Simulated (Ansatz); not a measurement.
Isolated molecules relaxed with PBE0-D4/def2-TZVP in Ansatz; ΔE leaves out vibrations. CCSD(T)/CBS adds triple-zeta CCSD(T) − MP2 to the extrapolated MP2 energy (def2 sets, frozen cores). This one scheme is used for every species. DFT in def2-TZVPP. For Ge outer-core shells are correlated without core-valence functions, which leaves a few kJ/mol of doubt a bond. Scalar relativity is left out up to krypton. One conformer a species, not always the lowest.

Consider the germylene formation by 1,1-elimination: `[NH2][GeH]([OH])[F]` → NH₃ + `[OH][Ge][F]`.

`[NH2][GeH]([OH])[F]`:

Cartesian coordinates in Å:
```
N 0.479 -1.203 -0.587
Ge 0.160 0.285 0.370
O -0.407 1.477 -0.793
F -1.161 0.131 1.505
H -0.256 -1.488 -1.216
H 0.852 -1.997 -0.089
H 1.366 0.705 1.210
H -1.033 2.090 -0.400
```

NH₃:

Cartesian coordinates in Å:
```
N -0.173 -0.211 -0.070
H 0.780 -0.396 -0.357
H -0.450 0.661 -0.504
H -0.157 -0.054 0.930
```

`[OH][Ge][F]`:

```xyz
4

O     0.805    0.030   -0.704
Ge   -0.784   -0.705   -0.432
F    -1.108    0.055    1.130
H     1.087    0.619    0.005
```

CCSD(T)/CBS gives +12.9 kcal/mol.

**Question.** Another level gave +10.3 kcal/mol. Which?
A. B2PLYP/def2-TZVPP
B. BHLYP/def2-TZVPP
C. r2SCANh-D4/def2-TZVPP
D. PBE/def2-TZVPP

**Answer.** A. B2PLYP 10.3, PBE 6.5, r2SCANh-D4 15.2, BHLYP 11.8 kcal/mol.

Largest T1 diagnostic among the species: 0.015.

From PBE to PBE0 (25 % exact exchange), in def2-TZVPP and without D4, ΔE moves by +5.7 kcal/mol. In def2-TZVPP, CCSD(T) changes the Hartree–Fock value by +0.8 kcal/mol (the triples alone add −0.2 kcal/mol) and MP2 by +2.7 kcal/mol. At CCSD(T), def2-SVP lies +2.9 kcal/mol from the extrapolated value and def2-TZVPP +3.3 kcal/mol.
